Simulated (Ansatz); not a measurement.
Harmonic vibrations of C3H4Si by finite differences.

```yaml
crystal:
  periodic: [false, false, false]
  atoms:
    - {symbol: C, position_ang: [-0.412635, 0.482079, 0.838278]}
    - {symbol: C, position_ang: [-0.383791, 1.312167, -0.192730]}
    - {symbol: Si, position_ang: [0.343222, -0.389977, -0.668453]}
    - {symbol: C, position_ang: [-0.084115, -0.760250, 1.156839]}
    - {symbol: H, position_ang: [0.032698, 2.308682, -0.232825]}
    - {symbol: H, position_ang: [-0.480303, -1.191066, -1.594362]}
    - {symbol: H, position_ang: [1.784139, -0.300813, -0.973502]}
    - {symbol: H, position_ang: [-0.707017, -1.517821, 1.610855]}
basis:
  gaussian: {orbitals: def2-TZVP}
hamiltonian: {xc: pbe0, dispersion: d4}
phonons: {temperatures: {t_min: 298.15, t_max: 900, t_step: 200}}
```

```sh
$ ansatz run in.yaml --threads 2 --pin off --events-out ev --progress --plain --max-ram 4352MiB
```

Shortened log:

```
Functional definition: PBE0
mean field -11043.89821321 eV, -405.8557735126 hartree, gradient 5.3e-5 eV, S^2 0.000000; 0 other end points of the search recorded, 0 dependent functions left out
mean field -11043.89817364 eV, -405.8557720581 hartree, gradient 1.4e-6 eV, S^2 0.000000; 0 other end points of the search recorded, 0 dependent functions left out
mean field -11043.89817638 eV, -405.8557721588 hartree, gradient 1.4e-6 eV, S^2 0.000000; 0 other end points of the search recorded, 0 dependent functions left out
mean field -11043.89799224 eV, -405.8557653920 hartree, gradient 2.9e-6 eV, S^2 0.000000; 0 other end points of the search recorded, 0 dependent functions left out
mean field -11043.89798526 eV, -405.8557651355 hartree, gradient 1.4e-6 eV, S^2 0.000000; 0 other end points of the search recorded, 0 dependent functions left out
mean field -11043.89807872 eV, -405.8557685699 hartree, gradient 2.9e-6 eV, S^2 0.000000; 0 other end points of the search recorded, 0 dependent functions left out
mean field -11043.89807250 eV, -405.8557683414 hartree, gradient 1.4e-6 eV, S^2 0.000000; 0 other end points of the search recorded, 0 dependent functions left out
mean field -11043.89817482 eV, -405.8557721015 hartree, gradient 1.4e-6 eV, S^2 0.000000; 0 other end points of the search recorded, 0 dependent functions left out
mean field -11043.89818008 eV, -405.8557722949 hartree, gradient 2.9e-6 eV, S^2 0.000000; 0 other end points of the search recorded, 0 dependent functions left out
mean field -11043.89802336 eV, -405.8557665356 hartree, gradient 1.4e-6 eV, S^2 0.000000; 0 other end points of the search recorded, 0 dependent functions left out
mean field -11043.89797845 eV, -405.8557648851 hartree, gradient 1.4e-6 eV, S^2 0.000000; 0 other end points of the search recorded, 0 dependent functions left out
mean field -11043.89811548 eV, -405.8557699207 hartree, gradient 1.4e-6 eV, S^2 0.000000; 0 other end points of the search recorded, 0 dependent functions left out
mean field -11043.89810623 eV, -405.8557695809 hartree, gradient 2.9e-6 eV, S^2 0.000000; 0 other end points of the search recorded, 0 dependent functions left out
mean field -11043.89811805 eV, -405.8557700154 hartree, gradient 1.4e-6 eV, S^2 0.000000; 0 other end points of the search recorded, 0 dependent functions left out
mean field -11043.89810240 eV, -405.8557694403 hartree, gradient 1.4e-6 eV, S^2 0.000000; 0 other end points of the search recorded, 0 dependent functions left out
mean field -11043.89814652 eV, -405.8557710614 hartree, gradient 2.3e-6 eV, S^2 0.000000; 0 other end points of the search recorded, 0 dependent functions left out
mean field -11043.89816374 eV, -405.8557716943 hartree, gradient 2.2e-6 eV, S^2 0.000000; 0 other end points of the search recorded, 0 dependent functions left out
mean field -11043.89810209 eV, -405.8557694289 hartree, gradient 2.3e-6 eV, S^2 0.000000; 0 other end points of the search recorded, 0 dependent functions left out
mean field -11043.89813611 eV, -405.8557706790 hartree, gradient 2.5e-6 eV, S^2 0.000000; 0 other end points of the search recorded, 0 dependent functions left out
mean field -11043.89814499 eV, -405.8557710055 hartree, gradient 1.4e-6 eV, S^2 0.000000; 0 other end points of the search recorded, 0 dependent functions left out
mean field -11043.89816103 eV, -405.8557715948 hartree, gradient 1.4e-6 eV, S^2 0.000000; 0 other end points of the search recorded, 0 dependent functions left out
mean field -11043.89798852 eV, -405.8557652553 hartree, gradient 1.4e-6 eV, S^2 0.000000; 0 other end points of the search recorded, 0 dependent functions left out
mean field -11043.89801021 eV, -405.8557660522 hartree, gradient 2.8e-6 eV, S^2 0.000000; 0 other end points of the search recorded, 0 dependent functions left out
mean field -11043.89815780 eV, -405.8557714763 hartree, gradient 1.4e-6 eV, S^2 0.000000; 0 other end points of the search recorded, 0 dependent functions left out
mean field -11043.89811564 eV, -405.8557699268 hartree, gradient 2.9e-6 eV, S^2 0.000000; 0 other end points of the search recorded, 0 dependent functions left out
mean field -11043.89819168 eV, -405.8557727211 hartree, gradient 1.4e-6 eV, S^2 0.000000; 0 other end points of the search recorded, 0 dependent functions left out
mean field -11043.89819528 eV, -405.8557728536 hartree, gradient 1.4e-6 eV, S^2 0.000000; 0 other end points of the search recorded, 0 dependent functions left out
mean field -11043.89812531 eV, -405.8557702820 hartree, gradient 1.4e-6 eV, S^2 0.000000; 0 other end points of the search recorded, 0 dependent functions left out
mean field -11043.89810706 eV, -405.8557696113 hartree, gradient 1.4e-6 eV, S^2 0.000000; 0 other end points of the search recorded, 0 dependent functions left out
mean field -11043.89819649 eV, -405.8557728980 hartree, gradient 1.4e-6 eV, S^2 0.000000; 0 other end points of the search recorded, 0 dependent functions left out
mean field -11043.89821219 eV, -405.8557734748 hartree, gradient 1.4e-6 eV, S^2 0.000000; 0 other end points of the search recorded, 0 dependent functions left out
mean field -11043.89818843 eV, -405.8557726018 hartree, gradient 1.4e-6 eV, S^2 0.000000; 0 other end points of the search recorded, 0 dependent functions left out
mean field -11043.89819176 eV, -405.8557727240 hartree, gradient 1.4e-6 eV, S^2 0.000000; 0 other end points of the search recorded, 0 dependent functions left out
mean field -11043.89819002 eV, -405.8557726603 hartree, gradient 1.4e-6 eV, S^2 0.000000; 0 other end points of the search recorded, 0 dependent functions left out
mean field -11043.89819638 eV, -405.8557728937 hartree, gradient 1.4e-6 eV, S^2 0.000000; 0 other end points of the search recorded, 0 dependent functions left out
mean field -11043.89818152 eV, -405.8557723479 hartree, gradient 1.4e-6 eV, S^2 0.000000; 0 other end points of the search recorded, 0 dependent functions left out
mean field -11043.89819319 eV, -405.8557727767 hartree, gradient 1.4e-6 eV, S^2 0.000000; 0 other end points of the search recorded, 0 dependent functions left out
mean field -11043.89816384 eV, -405.8557716980 hartree, gradient 1.4e-6 eV, S^2 0.000000; 0 other end points of the search recorded, 0 dependent functions left out
mean field -11043.89815114 eV, -405.8557712312 hartree, gradient 1.4e-6 eV, S^2 0.000000; 0 other end points of the search recorded, 0 dependent functions left out
mean field -11043.89820582 eV, -405.8557732407 hartree, gradient 1.4e-6 eV, S^2 0.000000; 0 other end points of the search recorded, 0 dependent functions left out
mean field -11043.89821042 eV, -405.8557734097 hartree, gradient 1.4e-6 eV, S^2 0.000000; 0 other end points of the search recorded, 0 dependent functions left out
mean field -11043.89820234 eV, -405.8557731128 hartree, gradient 1.4e-6 eV, S^2 0.000000; 0 other end points of the search recorded, 0 dependent functions left out
mean field -11043.89820776 eV, -405.8557733120 hartree, gradient 1.4e-6 eV, S^2 0.000000; 0 other end points of the search recorded, 0 dependent functions left out
mean field -11043.89817590 eV, -405.8557721413 hartree, gradient 1.4e-6 eV, S^2 0.000000; 0 other end points of the search recorded, 0 dependent functions left out
mean field -11043.89817336 eV, -405.8557720479 hartree, gradient 1.4e-6 eV, S^2 0.000000; 0 other end points of the search recorded, 0 dependent functions left out
mean field -11043.89814165 eV, -405.8557708824 hartree, gradient 1.4e-6 eV, S^2 0.000000; 0 other end points of the search recorded, 0 dependent functions left out
mean field -11043.89816199 eV, -405.8557716303 hartree, gradient 1.4e-6 eV, S^2 0.000000; 0 other end points of the search recorded, 0 dependent functions left out
mean field -11043.89819218 eV, -405.8557727396 hartree, gradient 1.4e-6 eV, S^2 0.000000; 0 other end points of the search recorded, 0 dependent functions left out
mean field -11043.89818292 eV, -405.8557723993 hartree, gradient 1.4e-6 eV, S^2 0.000000; 0 other end points of the search recorded, 0 dependent functions left out
Total energy: -11044.03933235 eV, -405.8609595451 hartree
Atom 0 at    -0.412635     0.482079     0.838278 Å, force     0.000625    -0.000195    -0.001297 eV/Å
Atom 1 at    -0.383791     1.312167    -0.192730 Å, force    -0.000150     0.003146     0.002845 eV/Å
Atom 2 at     0.343222    -0.389977    -0.668453 Å, force     0.001409    -0.001322    -0.003134 eV/Å
Atom 3 at    -0.084115    -0.760250     1.156839 Å, force    -0.002208    -0.000396     0.003709 eV/Å
Atom 4 at     0.032698     2.308682    -0.232825 Å, force    -0.000169     0.000763    -0.002849 eV/Å
Atom 5 at    -0.480303    -1.191066    -1.594362 Å, force    -0.000510     0.000441     0.000354 eV/Å
Atom 6 at     1.784139    -0.300813    -0.973502 Å, force     0.000040    -0.000007     0.000761 eV/Å
Atom 7 at    -0.707017    -1.517821     1.610855 Å, force     0.000962    -0.002429    -0.000388 eV/Å
Dipole moment:     0.075078    -0.086642    -0.148911 e Å
Vibrations: 364.48 473.05 530.76 582.11 607.75 646.41 693.64 766.58 874.95 926.12 948.04 968.34 1255.13 1771.41 2263.01 2289.42 3240.75 3241.62 cm⁻¹, zero-point energy 1.391323 eV
```

It took 67 s on 2 threads of an AMD EPYC 9B14 on a shared host, with 0.36 GiB of host memory at the peak.
